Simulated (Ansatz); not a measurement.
```yaml
crystal:
  periodic: [false, false, false]
  atoms:
    - {symbol: Rb, position_ang: [-2.054007, 0.365779, -3.476907]}
    - {symbol: Rb, position_ang: [3.058689, 1.741014, 2.136415]}
    - {symbol: Rb, position_ang: [-0.556839, -0.868858, 3.990078]}
    - {symbol: Rb, position_ang: [2.314915, 2.351967, -2.656920]}
    - {symbol: Rb, position_ang: [-3.722953, -1.949799, 0.457588]}
    - {symbol: Rb, position_ang: [0.960195, -1.640103, -0.450253]}
basis:
  gaussian: {orbitals: def2-TZVP}
total_charge: -1
magnetization: {spin_polarized: false, initial_magnetization: 1}
hamiltonian: {xc: {name: PBE}}
scf: {lower_state_search: off}
output: {forces: true}
```

```sh
$ ansatz run in.yaml --threads 2 --pin off --events-out ev --progress --plain --max-ram 4352MiB
```

It prints (some lines left out):

```
Functional definition: PBE
1944 factors; their error is unknown
mean field evaluation 1: about -3934.6933 eV, gradient 7.0e0 eV
mean field evaluation 2: about -3931.6555 eV, gradient 1.9e1 eV
mean field evaluation 4: about -3935.0480 eV, gradient 2.2e0 eV
mean field evaluation 8: about -3935.1143 eV, gradient 1.6e-1 eV
mean field evaluation 16: about -3935.1113 eV, gradient 1.8e-3 eV
mean field -3935.11134379 eV, -144.6126745701 hartree, gradient 1.4e-6 eV, S^2 0.750000; 0 other end points of the search recorded, 0 dependent functions left out
reference -3935.11139228 eV, -144.6126763521 hartree; 28, 27 occupied and 170, 171 virtual orbitals, 1944 factors
Total energy: -3935.11139228 eV, -144.6126763521 hartree
Atom 0 at    -2.054007     0.365779    -3.476907 Å, force    -0.009796     0.022798     0.011782 eV/Å
Atom 1 at     3.058689     1.741014     2.136415 Å, force    -0.021003     0.018814    -0.000855 eV/Å
Atom 2 at    -0.556839    -0.868858     3.990078 Å, force    -0.010132     0.025184    -0.005029 eV/Å
Atom 3 at     2.314915     2.351967    -2.656920 Å, force    -0.026403     0.013098     0.019066 eV/Å
Atom 4 at    -3.722953    -1.949799     0.457588 Å, force     0.004156     0.033198     0.000807 eV/Å
Atom 5 at     0.960195    -1.640103    -0.450253 Å, force     0.063177    -0.113091    -0.025771 eV/Å
Dipole moment:     0.084793    -0.148589    -0.037627 e Å
Checks for a lower state left out: stability, starts, cluster_reference, orbital_swaps, neighbouring_geometries, increment
```

Hardware: 2 threads of Intel Xeon Platinum 8259CL on a shared host. Wall time 13 s.

In the def2 sets Rb takes a core potential; there is no spin–orbit coupling. The highest occupied level of an anion often lies above zero with these methods, and sets without diffuse functions describe the outer electron poorly.

With spin_polarized false and unpaired electrons the run is restricted open-shell.

The dipole of an ion depends on the origin.
